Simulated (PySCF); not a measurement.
Identify the unknown among the candidates.

All candidates are C2H13NOSi4.

| technique | computed result |
| --- | --- |
| 13C NMR | chemical shifts (computed TMS as zero) by class: 317.5 (1 C), 30.7 (1 C) ppm [GIAO PBE0/pcSseg-1] |
| NMR, other nuclei | isotropic shieldings of nuclei other than C and H, by class: 272 (1 N), -826 (1 O), 412 (1 Si), 443 (1 Si), 463 (1 Si), 484 (1 Si) ppm [GIAO PBE0/pcSseg-1] |
| 1H NMR | chemical shifts (computed TMS as zero) by class: 5.20 (2 H), 4.20 (2 H), 3.55 (3 H), 3.26 (2 H), 2.77 (3 H), 0.11 (1 H) ppm [GIAO PBE0/pcSseg-1] |
| Rotational structure | rotational constants A, B, C: 2.187, 0.344, 0.336 GHz [GFN2-xTB] |
| Dipole | 1.47 D [PBE0/pcSseg-1] |

The electronic properties come from PySCF, for the isolated species, density fitting. Levels stand in brackets. The structure is a single GFN2-xTB conformer in the gas phase; no vibrational or solvent corrections. GFN2-xTB frequencies show an imaginary mode (20i cm⁻¹), so this geometry is no minimum at that level. NMR classes are plain means over equivalent atoms (diastereotopic ones count apart unless rotation or inversion swaps them), as if these changed places fast.

Task: Which candidate is it?
A. `O=CC([SiH3])([SiH3])[SiH2]N[SiH3]`
B. `[SiH3]/C=C(/[SiH3])O[SiH2]N[SiH3]`
C. `O=C(C[SiH3])[SiH2]N([SiH3])[SiH3]`
D. `CN[SiH2]C(=O)[SiH2][SiH2][SiH3]`

Result: D. It is `CN[SiH2]C(=O)[SiH2][SiH2][SiH3]`. Numbering: `[CH3:1][NH:2][SiH2:3][C:4](=[O:5])[SiH2:6][SiH2:7][SiH3:8]`. Its formula, C2H13NOSi4, gives 1 degree of unsaturation: 0 rings and 1 π bond in the structure found. 2 carbons fall into 2 classes; from least to most shielded: carbonyl carbon [C4] (317.5 ppm), N-methyl carbon [C1] (30.7 ppm). Hydrogen classes from least to most shielded: 2 H on an SiH2 silicon, Si3 (5.20 ppm), 2 H on an SiH2 silicon, Si6 (4.20 ppm, a mean of values up to 1.1 ppm apart in this geometry), 3 H on an SiH3 silicon, Si8 (3.55 ppm), 2 H on an SiH2 silicon, Si7 (3.26 ppm), 3 H on an N-methyl carbon, C1 (2.77 ppm), 1 H on a silicon-bound nitrogen, N2 (0.11 ppm). The other shieldings belong to: 272 ppm, silicon-bound nitrogen [N2]; -826 ppm, carbonyl oxygen [O5]; 412 ppm, SiH2 silicon [Si3]; 443 ppm, SiH2 silicon [Si6]; 463 ppm, SiH3 silicon [Si8]; 484 ppm, SiH2 silicon [Si7]. The optimised geometry has point group C1 and is an asymmetric top.

The others, at the same levels:
- `[SiH3]/C=C(/[SiH3])O[SiH2]N[SiH3]` fails: its computed 13C shifts are 174.2 (1 C), 127.3 (1 C) ppm, 1H shifts are 5.90 (1 H), 5.17 (2 H), 4.74 (3 H), 4.26 (3 H), 4.13 (3 H), 0.03 (1 H) ppm and rotational constant A is 1.734 GHz (against 2.187 GHz).
- `O=CC([SiH3])([SiH3])[SiH2]N[SiH3]` fails: its computed 13C shifts are 207.0 (1 C), 33.0 (1 C) ppm, 1H shifts are 9.66 (1 H), 5.02 (2 H), 4.72 (3 H), 4.11 (6 H), -0.58 (1 H) ppm and rotational constant A is 1.533 GHz (against 2.187 GHz).
- `O=C(C[SiH3])[SiH2]N([SiH3])[SiH3]` fails: its computed 13C shifts are 250.3 (1 C), 37.8 (1 C) ppm, 1H shifts are 5.06 (2 H), 4.83 (6 H), 4.05 (3 H), 2.78 (2 H) ppm and rotational constant A is 1.896 GHz (against 2.187 GHz).

Each candidate is one conformer, not necessarily the lowest. The conformers computed, where there is a choice (atom-mapped SMILES and torsion angles):
- `[CH3:1][NH:2][SiH2:3][C:4](=[O:5])[SiH2:6][SiH2:7][SiH3:8]`: C1–N2–Si3–C4 -174°, N2–Si3–C4–O5 6°, Si3–C4–Si6–Si7 -95°, C4–Si6–Si7–Si8 -104°
- `[SiH3:1]/[CH:2]=[C:3](/[SiH3:4])[O:5][SiH2:6][NH:7][SiH3:8]`: C2–C3–O5–Si6 -141°, C3–O5–Si6–N7 -62°, O5–Si6–N7–Si8 171°
- `[O:1]=[CH:2][C:3]([SiH3:4])([SiH3:5])[SiH2:6][NH:7][SiH3:8]`: O1–C2–C3–Si4 126°, C2–C3–Si6–N7 178°, C3–Si6–N7–Si8 178°
- `[O:1]=[C:2]([CH2:3][SiH3:4])[SiH2:5][N:6]([SiH3:7])[SiH3:8]`: O1–C2–C3–Si4 -83°, O1–C2–Si5–N6 6°, C2–Si5–N6–Si7 -4°
